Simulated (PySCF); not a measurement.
**The potential of point charges around `CB(C)F`**

Species: `CB(C)F`. Coordinates (PBE0-D3(BJ)/def2-SVP, Å) and charges (e) from the PBE0/pcSseg-1 density (PySCF):

```
atom       x       y       z  Mulliken      IAO  Hirshfeld  ESP-fitted
  C1  -1.357   0.156  -0.229   -0.5522  -0.6017    -0.2012     -0.7709
  B2  -0.023  -0.406   0.373   +0.5743  +0.5641    +0.2691     +0.8700
  C3   1.439   0.008  -0.010   -0.5521  -0.6017    -0.2012     -0.7621
  F4  -0.147  -1.342   1.324   -0.2978  -0.3226    -0.1458     -0.3600
  H5  -1.969  -0.674  -0.619   +0.1419  +0.1654    +0.0490     +0.1751
  H6  -1.217   0.898  -1.026   +0.1296  +0.1493    +0.0409     +0.1643
  H7  -1.958   0.614   0.576   +0.1425  +0.1663    +0.0497     +0.1756
  H8   1.955   0.399   0.884   +0.1424  +0.1662    +0.0497     +0.1731
  H9   2.011  -0.886  -0.314   +0.1420  +0.1655    +0.0490     +0.1731
 H10   1.504   0.758  -0.809   +0.1295  +0.1492    +0.0409     +0.1619
```

Points outside the species (Å): A (4.9, 4.5, -0.8); B (-1.1, 2.5, -4.8); C (3.5, 0.3, -3.2).

Find the potential V = 14.3996 V·Å × Σ q/r of each set of charges at these points.

In volts:

```csv
point,nearest atom,distance (Å),Mulliken,IAO,Hirshfeld,ESP-fitted
A,H10,5.05,+0.053,+0.067,+0.023,+0.038
B,H6,4.10,+0.088,+0.108,+0.038,+0.073
C,H10,3.15,+0.091,+0.118,+0.038,+0.061
```

How far are the other sets from the ESP-fitted one at these points?

Root-mean-square difference: Mulliken 0.021 V, Hirshfeld 0.026 V, IAO 0.042 V. The ESP scheme fits charges at the nuclei, held to the total charge, to the electrostatic potential on points at 1.4 to 2.0 times the van der Waals radii.

What energy would a point charge of -1 e have at B in the field of the ESP charges, leaving out polarisation?

-0.073 eV = -7.1 kJ/mol, an attraction.

Geometry: PBE0-D3(BJ)/def2-SVP; no solvent, vibrations or thermal averaging.

These values come from a run that also computed NMR shieldings. On one thread of an x86-64 server, on a shared host, this took 7.4 s.
